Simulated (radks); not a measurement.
The numbers below are computed, except where a source is named.
Numerical settings for the tungsten ion W3+, [Xe] 4f14 5d3. Level of theory: non-relativistic Kohn-Sham, TPSS, spin-unpolarised, spherical densities, point nucleus; meta-GGA in the generalised Kohn-Sham scheme; relativity is left out, which matters for an element this heavy (a radial shooting solver on a logarithmic mesh with Libxc functionals). The defaults (mesh step 0.008 in ln r, mesh end at 40 bohr or more with all orbitals vanishing there, Anderson mixing 0.5 over 9 steps, residual threshold near 1e-9 with the energy settled to 1e-9 hartree or 1e-11 of itself, here a cap of 79 iterations) give E = -15289.222 hartree and 5d at -31.872 eV in 13 iterations. Times are rough (one thread of a shared host). Changes against that run (0 stands for a change within the tolerance of the run):

setting	iterations	converged	E (mhartree)	e(5d) (meV)	CPU (s)
mesh step in ln r 0.03	13	yes	+0.0384	0	0.04
mesh step in ln r 0.05	13	yes	+0.138	-0.00693	0.03
mesh step in ln r 0.005	13	yes	0	0	0.19
mesh end (bohr) 8	13	yes	+0.00275	+0.202	0.12
mesh end (bohr) 1	10	level above zero	+2.09e+05	+6.13e+05	0.08
residual threshold 1e-13	79	no	0	+0.0161	0.39
residual threshold 1e-16	79	no	0	+0.0161	0.39
mixing 2.5	13	yes	0	+0.0107	0.13
linear mixing, mixing 0.2	62	yes	0	+0.00481	0.41
linear mixing, mixing 1	79	no	+2.74e+05	-6.75e+05	1.8
mixing history 20	14	yes	0	+0.00313	0.12
iteration cap 2	2	no	+4.51e+03	-2.98e+04	0.03

Settled on a wrong energy, with an occupied level pushed above zero by the early mesh end: mesh end (bohr) 1 (+209 hartree). Apart from these: no run marked as converged misses the energy by more than 1 mhartree. A mesh that ends early acts as a hard wall.
